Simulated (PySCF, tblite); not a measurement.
Isomers of C3H11F2NSi2. Computed with GFN2-xTB (tblite): harmonic, unscaled wavenumbers at the GFN2-xTB geometry, gas phase. This tight-binding method is rough: wavenumbers can miss measured ones by several per cent, in bad cases by 10 to 20. Modes of hydrogen on silicon can be 10 to 20 % off. One conformer each.

Electronic energies: PBE0/pcSseg-1 single points on the GFN2-xTB geometries (PySCF, gas phase).

```json
{"SMILES": "CCN[SiH2][SiH2]C(F)F", "electronic energy, lowest = 0 (kcal/mol)": "79.5"}
{"SMILES": "CN[SiH2][C@@H]([SiH3])C(F)F", "electronic energy, lowest = 0 (kcal/mol)": "68.3"}
{"SMILES": "CN([SiH3])CC[SiH](F)F", "electronic energy, lowest = 0 (kcal/mol)": "0.0"}
```

Question: How do GFN2-xTB zero-point energies change the relative energies?

Answer: 
```csv
SMILES,ZPE (kcal/mol),of it from modes above 1550 cm⁻¹,electronic (kcal/mol),"with ZPE, lowest = 0 (kcal/mol)",lowest mode (cm⁻¹),rings
CN([SiH3])CC[SiH](F)F,85.9,42.6,0.0,0.0,24,0
CN[SiH2][C@@H]([SiH3])C(F)F,83.5,42.2,68.3,65.9,33,0
CCN[SiH2][SiH2]C(F)F,84.7,42.9,79.5,78.4,13,0
```

The zero-point energies span 2.4 kcal/mol, from `CN[SiH2][C@@H]([SiH3])C(F)F` to `CN([SiH3])CC[SiH](F)F`. The order is unchanged.

Question: And how do the electronic energies of GFN2-xTB itself compare?

Answer: `CN([SiH3])CC[SiH](F)F` 0.0; `CN[SiH2][C@@H]([SiH3])C(F)F` 82.9; `CCN[SiH2][SiH2]C(F)F` 92.5 kcal/mol, lowest = 0. Against the energies above, taken from the same isomer `CN([SiH3])CC[SiH](F)F`, the largest difference is 14.6 kcal/mol.
